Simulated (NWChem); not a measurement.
System: Tl, doublet

Results from NWChem. Spin-unrestricted. The open p shell is one determinant without spherical averaging. No stability test was run on the SCF state. def2 effective core potentials on Tl; no spin-orbit coupling. Total energies compare along this basis series because the functional is fixed.

```
level           basis functions  energy (Ha)  highest occupied level (eV)  lowest empty minus highest occupied level, either spin (eV)
--------------  ---------------  -----------  ---------------------------  -----------------------------------------------------------
PBE/def2-SVP                 26    -172.5300                        -2.63                                                         0.14
PBE/def2-SVPD                32    -172.5301                        -2.63                                                         0.14
PBE/def2-TZVP                50    -172.5352                        -2.68                                                         0.15
PBE/def2-TZVPD               56    -172.5353                        -2.68                                                         0.15
PBE/def2-TZVPP               50    -172.5352                        -2.68                                                         0.15
PBE/def2-QZVP                82    -172.5360                        -2.69                                                         0.17
```
